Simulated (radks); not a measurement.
Results of a calculation; reference values are marked as such.
Task: The table gives one normalised radial function P(r) = r R(r) of In+ in [Kr] 4d10 5s2 (r in bohr). Level of theory: scalar-relativistic Kohn-Sham, PBE, spin-polarised, spherical densities, finite nucleus; Fermi nuclear charge, rms radius 4.6156 fm (a radial shooting solver on a logarithmic mesh with Libxc functionals).

| r | P |
|---|---|
| 0.001182 | 0.0190 |
| 0.001589 | 0.0245 |
| 0.002137 | 0.0314 |
| 0.00285 | 0.0395 |
| 0.003831 | 0.0494 |
| 0.005151 | 0.0606 |
| 0.006925 | 0.0723 |
| 0.009237 | 0.0825 |
| 0.01242 | 0.0891 |
| 0.0167 | 0.0875 |
| 0.02227 | 0.0726 |
| 0.02994 | 0.0383 |
| 0.04025 | -0.0166 |
| 0.05369 | -0.0816 |
| 0.07218 | -0.1363 |
| 0.09705 | -0.1395 |
| 0.1305 | -0.0584 |
| 0.174 | 0.0863 |
| 0.234 | 0.2093 |
| 0.3146 | 0.1749 |
| 0.4195 | -0.0426 |
| 0.5641 | -0.2920 |
| 0.7584 | -0.3082 |
| 1.011 | -0.0146 |
| 1.36 | 0.4110 |
| 1.828 | 0.6877 |
| 2.458 | 0.6866 |
| 3.279 | 0.4789 |
| 4.408 | 0.2272 |
| 5.926 | 0.0678 |
| 7.904 | 0.0117 |
| 10.63 | 0.0009 |

Which n and l does it have? It may be an empty orbital.

Result: n = 5, l = 0: the number of nodes gives n - l - 1 = 4, the rise at small r (about r^(l+1), flatter next to the nucleus through relativity) gives l, and the extent must fit the shell. The curve is that of 5s. 5s: eigenvalue -14.925 eV, 4 radial nodes at r = 0.0372, 0.148, 0.401, 1.02 bohr, <r> = 2.48 bohr, 90 % of the charge inside 3.67 bohr.
